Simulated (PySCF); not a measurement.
A structure optimised at B3LYP-D3(BJ)/def2-TZVP, used in a PySCF frequency run:

```xyz
4

Si    -1.8689     0.1005     0.0000
I      0.5832    -0.0045     0.0000
H     -2.3726    -0.5834    -1.2185
H     -2.3726    -0.5834     1.2185
```
Charge 0, spin multiplicity 2.

Task: Write its SMILES, formula and point group.

Result: [SiH2]I, H2ISi, Cs

Task: What are its rotational constants (standard atomic weights)?

Result: 129.56, 3.3295, 3.2843 GHz
